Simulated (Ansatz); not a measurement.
Coupled-cluster diagnostics for the cluster Be₄O₃⁺, Ansatz.

Geometry of the doublet (PBE0-D4/def2-SVP):

```
atom   x (Å)   y (Å)   z (Å)
 Be1  -0.220   1.337   0.396
 Be2  -0.694   4.028   1.158
 Be3   0.677  -4.025  -1.177
 Be4   0.230  -1.338  -0.386
  O5  -0.458   2.703   0.788
  O6   0.007  -0.001   0.008
  O7   0.458  -2.703  -0.788
```

Correlated methods freeze 3 core orbitals. Another isomer (doublet) lies 0.81 eV lower at PBE0-D4/def2-TZVP; other spin states weren't run for this one.

Task: Estimate the CCSD(T) correlation energy, the shares of MP2 and (T), T1 and the reference's ⟨S²⟩ for: charge 1, doublet, own geometry in def2-TZVPP; and the rough time on 4 threads of Arm Neoverse V2 on a shared host.

Result: 
```
                          state       basis  correlation (eV)  MP2 share (%)  (T) share (%)     T1  ⟨S²⟩ (pure)  wall time
charge 1, doublet, own geometry  def2-TZVPP           -26.301           95.7            3.1  0.014  0.75 (0.75)    8.2 min
```
Customary marks for T1 are 0.02 (closed shells), 0.045 (open shells) and about 0.05 (3d metals). T1 stays under 0.02 throughout.
